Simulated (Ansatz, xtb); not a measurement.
**ClFGeH4Si: which of two isomers lies lower**

Structure I: `F[SiH2][GeH2][Cl]`, a singlet. Structure II: `F[Si@H](Cl)[GeH3]`, a singlet. Both are isolated molecules in the gas phase, relaxed with BLYP-D3(BJ)/def2-SVP; the shapes shown needn't be the lowest conformers.

I (Å):

```yaml
atoms:
  - { symbol: Cl, position_ang: [1.6031, -1.3395, 2.7112] }
  - { symbol: F, position_ang: [1.7852, -2.9046, -1.0754] }
  - { symbol: Ge, position_ang: [1.1615, -0.2719, 0.8249] }
  - { symbol: Si, position_ang: [0.4729, -1.9741, -0.7337] }
  - { symbol: H, position_ang: [-0.5850, -2.8323, -0.1135] }
  - { symbol: H, position_ang: [-0.0241, -1.3687, -2.0134] }
  - { symbol: H, position_ang: [2.4592, 0.4776, 0.4122] }
  - { symbol: H, position_ang: [0.0384, 0.7599, 1.1377] }
```

II (Å):

```xyz
8

Cl   -1.1137    3.8070   -0.4425
F    -1.1210    1.7767    1.8133
Ge    1.1216    0.9279   -0.4761
Si   -0.0468    2.5537    0.8451
H     0.8089    3.4089    1.7243
H     1.9038   -0.0654    0.4268
H     2.1225    1.6517   -1.4171
H     0.0977    0.1403   -1.3351
```

Quicker runs give these differences E(II) − E(I): GFN2-xTB +0.378 eV; HF/STO-3G −0.196 eV (at GFN2-xTB geometries); r2SCAN-D4/def2-SVP −0.407 eV (at GFN2-xTB geometries).

Which of the two would you expect CCSD(T)/def2-SVP + ΔMP2/def2-TZVPP electronic energies to favour?

Structure II; the calculation gives E(II) − E(I) = −0.384 eV.

The same difference at several levels:

| level | geometry | E(II) − E(I) (eV) | departure from the last row (eV) | job, with rough time for the two |
| --- | --- | --- | --- | --- |
| GFN2-xTB | GFN2-xTB | +0.378 | +0.762 | optimisation, 0.2 s |
| HF/STO-3G | GFN2-xTB | −0.196 | +0.188 | single point, 0.46 s |
| r2SCAN-D4/def2-SVP | GFN2-xTB | −0.407 | −0.022 | single point, 2.4 s |
| BLYP-D3(BJ)/def2-SVP | BLYP-D3(BJ)/def2-SVP | −0.338 | +0.046 | optimisation, 17 s |
| HF/def2-SVP | BLYP-D3(BJ)/def2-SVP | −0.285 | +0.099 | part of the CCSD(T) run |
| MP2/def2-SVP | BLYP-D3(BJ)/def2-SVP | −0.406 | −0.022 | part of the CCSD(T) run |
| CCSD(T)/def2-SVP | BLYP-D3(BJ)/def2-SVP | −0.386 | −0.002 | single point |
| CCSD(T)/def2-SVP + ΔMP2/def2-TZVPP | BLYP-D3(BJ)/def2-SVP | −0.384 |  | single point, 18 s |

As drawn, II has 1 Cl–Si, 1 Ge–H in place of 1 Cl–Ge, 1 Si–H.

GFN2-xTB puts the two in the other order. The largest departure from CCSD(T)/def2-SVP + ΔMP2/def2-TZVPP is that of GFN2-xTB, 0.762 eV. The last row adds to CCSD(T) the change of the MP2 difference between the two basis sets, here +0.002 eV.

With harmonic frequencies from BLYP-D3(BJ)/def2-SVP (ideal gas, rigid rotor, one conformer each, 298.15 K, 1 atm): on the last row, ΔE + ΔZPE = −0.396 eV. A mode under 50 cm⁻¹ makes harmonic enthalpies and free energies unreliable, so none is given.

The correlated steps freeze 20 core orbitals; the filled d shell of Ge is correlated, in a basis made for valence electrons. Run with Ansatz 0.2.0, xtb 6.7.1; the last row on 2 threads of Intel(R) Xeon(R) Platinum 8375C CPU @ 2.90GHz (Ice Lake) on a shared host.
